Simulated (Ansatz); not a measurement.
A structure relaxed at PBE-D4/def2-SVP in Ansatz, charge 0, singlet:

```xyz
8

Ru    0.363   -0.898   -0.478
Ru   -0.362    0.906    0.463
Br    0.353    2.820   -0.730
Br    2.728   -0.913   -0.526
Br   -0.355   -2.792    0.743
Br   -0.444   -1.065   -2.696
Br   -2.727    0.903    0.541
Br    0.444    1.040    2.683
```

(1) Give its formula and point group.

(2) Summarise the bond lengths by kind (pairs closer than 1.2 times the sum of covalent radii, bridged metal pairs left out).

Answers

(1) Ru₂Br₆. Point group D3d (tolerance 0.1 Å).

(2) 6 × Br–Ru 2.37 Å; 1 × Ru–Ru 2.16 Å.

In the def2 sets Ru takes a core potential; there is no spin–orbit coupling. The restricted singlet is unstable towards broken spin symmetry in Hartree–Fock (as tested in another run); at PBE-D4/def2-SVP this wasn't settled. The structure comes from a short search, and lower isomers may exist.
